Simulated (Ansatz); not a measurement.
Job for Ansatz (a quantum-chemistry and plane-wave program): R-MP2/aug-cc-pV(T+d)Z on H4Si2 (SMILES [SiH][SiH3]), atoms moved off the minimum. Files ending in .json are basis or fitting sets from the Basis Set Exchange.

Ansatz 0.2 input:
```yaml
crystal:
  periodic: [false, false, false]
  atoms:
    - {symbol: Si, position_ang: [0.05725553, 1.05528682, 0.82594414]}
    - {symbol: H, position_ang: [-0.54258522, 1.80008435, -0.45799508]}
    - {symbol: Si, position_ang: [0.12413906, -0.94592076, -0.73702091]}
    - {symbol: H, position_ang: [0.90929397, -0.78094650, -1.72665538]}
    - {symbol: H, position_ang: [-1.25467435, -1.26696767, -1.19061575]}
    - {symbol: H, position_ang: [0.18711099, -2.10124109, 0.11695452]}
basis:
  gaussian:
    orbitals: aug-cc-pV_T+d_Z.json
magnetization: {spin_polarized: false}
correlation: {method: mp2, electrons: outside_noble_gas}
scf: {lower_state_search: off}
output: {forces: true}
```

Output:

```
WARN ansatz: RAYON_NUM_THREADS=4 ignored (pool sized by the plan → 4); use --threads N
Functional definition: HF
these checks for a lower state are left out or cut short: starts, cluster_reference, orbital_swaps, neighbouring_geometries, increment
integrals: 0.34 GiB planned
1151 factors; integrals over basis functions are off by at most 1.1e-3 eV
mean field: 0.55 GiB planned
mean field evaluation 1: about -15784.3053 eV, gradient 1.4e1 eV
mean field evaluation 2: about -15784.3055 eV, gradient 1.4e1 eV
mean field evaluation 4: about -15785.5900 eV, gradient 1.7e0 eV
mean field evaluation 8: about -15785.6162 eV, gradient 1.2e-1 eV
mean field -15785.61645286 eV, -580.1107047673 hartree, gradient 2.7e-6 eV, S^2 0.000000; 0 other end points of the search recorded, 0 dependent functions left out; unrestricted orbitals would lower it
10 core orbitals not correlated
reference -15785.61645286 eV, -580.1107047673 hartree; 6, 6 occupied and 186, 186 virtual orbitals, 1151 factors
densities: 0.65 GiB planned
second order -6.46081263 eV of doubles, -0.00000000 eV of singles
the calculation of the forces begins
Total energy: -15792.07726548 eV, -580.3481352521 hartree
Atom 0 at     0.057256     1.055287     0.825944 Å, force    -0.465683    -0.274224    -1.802569 eV/Å
Atom 1 at    -0.542585     1.800084    -0.457995 Å, force     0.411688    -0.273119     0.978160 eV/Å
Atom 2 at     0.124139    -0.945921    -0.737021 Å, force    -4.733931     0.405529     5.374097 eV/Å
Atom 3 at     0.909294    -0.780946    -1.726655 Å, force     3.891139     0.453952    -4.537295 eV/Å
Atom 4 at    -1.254674    -1.266968    -1.190616 Å, force    -0.088145     0.559244    -0.355233 eV/Å
Atom 5 at     0.187111    -2.101241     0.116955 Å, force     0.984932    -0.871381     0.342841 eV/Å
Dipole moment:     0.131771     0.055746    -0.007410 e Å
Checks for a lower state left out: starts, cluster_reference, orbital_swaps, neighbouring_geometries, increment
```

The calculation finished and met its thresholds.

Cost: around 9 core-seconds (rough).
